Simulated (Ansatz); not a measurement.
Coupled-cluster diagnostics for Al₂B₂ (the lowest singlet isomer of a short search), Ansatz.

Geometry of the singlet (PBE0-D4/def2-TZVP):

Cartesian coordinates in Å:
```
B 0.059 -0.883 -0.275
B -0.704 0.370 -0.476
Al 1.404 0.717 -0.863
Al -0.759 -0.204 1.614
```

Correlated methods freeze 12 core orbitals. The structure comes from a short search, and lower isomers may exist.

Geometry of the charge 0 triplet (PBE0-D4/def2-TZVP):

| atom | x (Å) | y (Å) | z (Å) |
| --- | --- | --- | --- |
| B1 | -0.847 | -0.036 | 0.380 |
| B2 | 0.144 | -0.706 | -0.586 |
| Al3 | 1.112 | -0.660 | 1.219 |
| Al4 | -0.410 | 1.401 | -1.013 |

Geometry of the charge 0 quintet (PBE0-D4/def2-TZVP):

| atom | x (Å) | y (Å) | z (Å) |
| --- | --- | --- | --- |
| B1 | -0.492 | 0.241 | 0.763 |
| B2 | 0.517 | 0.570 | -0.539 |
| Al3 | -1.385 | -0.091 | -1.096 |
| Al4 | 1.360 | -0.720 | 0.872 |

Problem. Estimate the CCSD(T) correlation energy, the shares of MP2 and (T), T1 and the reference's ⟨S²⟩ for: charge 0, singlet, own geometry in def2-TZVPP; charge 0, singlet, own geometry in def2-TZVPD; charge 0, triplet, own geometry in def2-TZVPP; charge 0, quintet, own geometry in def2-TZVPP; charge 1, doublet, vertical in def2-TZVPP; charge -1, doublet, vertical in def2-TZVPD; and the rough time on 2 threads of Arm Neoverse V2 on a shared host.

Solution. 
| state | basis | correlation (eV) | MP2 share (%) | (T) share (%) | T1 | ⟨S²⟩ (pure) | wall time | remarks |
| --- | --- | --- | --- | --- | --- | --- | --- | --- |
| charge 0, singlet, own geometry | def2-TZVPP | -10.807 | 88.4 | 8.7 | 0.033 | 0.00 (0.00) | 19 s | large T1, restricted SCF unstable |
| charge 0, singlet, own geometry | def2-TZVPD | -10.799 | 88.4 | 8.7 | 0.033 | 0.00 (0.00) | 31 s | large T1, restricted SCF unstable |
| charge 0, triplet, own geometry | def2-TZVPP | -9.544 | 82.5 | 8.3 | 0.075 | 2.43 (2.00) | 34 s | large T1, spin-contaminated |
| charge 0, quintet, own geometry | def2-TZVPP | -8.902 | 85.5 | 8.0 | 0.036 | 6.10 (6.00) | 24 s | – |
| charge 1, doublet, vertical | def2-TZVPP | -8.639 | 80.9 | 8.9 | 0.097 | 1.82 (0.75) | 24 s | large T1, spin-contaminated |
| charge -1, doublet, vertical | def2-TZVPD | -10.319 | 82.1 | 7.8 | 0.090 | 1.36 (0.75) | 46 s | large T1, spin-contaminated |
Customary marks for T1 are 0.02 (closed shells), 0.045 (open shells) and about 0.05 (3d metals). T1 exceeds 0.02 in 6 of 6 rows and 0.045 in 3; the higher it lies, the less the single-reference result can be trusted.
